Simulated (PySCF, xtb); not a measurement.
hexafluorodisiloxane (F6OSi2), SMILES F[Si](F)(F)O[Si](F)(F)F.

Coordinates come from a B3LYP-D3(BJ)/def2-SVP optimisation. Other conformers were not sampled.

Computed with PySCF with C-PCM-ωB97X/def2-SVP.

The values are the electrostatic part of the solvation free energy, E(continuum) − E(gas) at the gas-phase geometry, in a cavity of scaled van der Waals radii (PySCF's table); cavitation and dispersion terms are not included. In vacuum the orbital gap is 16.36 eV. The dipole moment in vacuum is 0.14 D.

| solvent | ε | ΔG(elec) (kcal/mol) | dipole (D) | gap (eV) |
|---|---|---|---|---|
| water | 78.36 | -3.1 | 0.15 | 16.37 |
| chlorobenzene | 5.70 | -2.6 | 0.15 | 16.37 |
| diethylether | 4.24 | -2.4 | 0.15 | 16.37 |

For comparison, GFN2-xTB/ALPB(water) (xtb, at the GFN2-xTB geometry, all terms of that model) gives 5.7 kcal/mol.
